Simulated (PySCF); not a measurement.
Computed vibrations of [TaO2(OH)2]−

[TaO2(OH)2]− (singlet). PySCF 2.14.0, RKS B3LYP, Ta def2-SVP with ECP60, O def2-SVP, H def2-SVP; non-relativistic Hamiltonian with scalar-relativistic core potentials where named; density fitting; no spin-orbit coupling. Central differences of gradients.

```xyz
7

Ta    0.0176    0.0176   -0.0012
O     1.4058    0.1399    1.1166
O     0.0936    1.3002   -1.2425
O    -1.6908    0.2329    1.0096
H    -2.3329    0.8623    0.6619
O     0.0924   -1.7745   -0.8778
H     0.7384   -2.4035   -0.5352
```

Run from Python with OMP_NUM_THREADS=2. Where DIIS fails, smearing, a level shift and second-order steps follow.
It took 2.2 min on 2 threads of Arm Neoverse V1 (shared host).

(1) What are the harmonic wavenumbers and infrared intensities?

(2) Is this a minimum?

Results:

(1) Negative numbers are unstable modes, those under 60 cm⁻¹ near the noise; a finer grid moves soft modes by up to 10 cm⁻¹.
```
cm⁻¹  km/mol
 156     8.8
 192    26.4
 203    26.9
 210     9.9
 234     9.4
 289   105.3
 316    65.3
 578   253.3
 598   137.0
 614    62.0
 629     9.8
 872   293.1
 921    81.7
3866    57.6
3872    45.1
```

(2) Yes. Ideal gas at 298.15 K and 1 bar: S = 355.1 J/(mol K), Cp = 107.0 J/(mol K), H − H(0 K) = 21.4 kJ/mol (rigid rotor, harmonic modes, spin degeneracy alone).
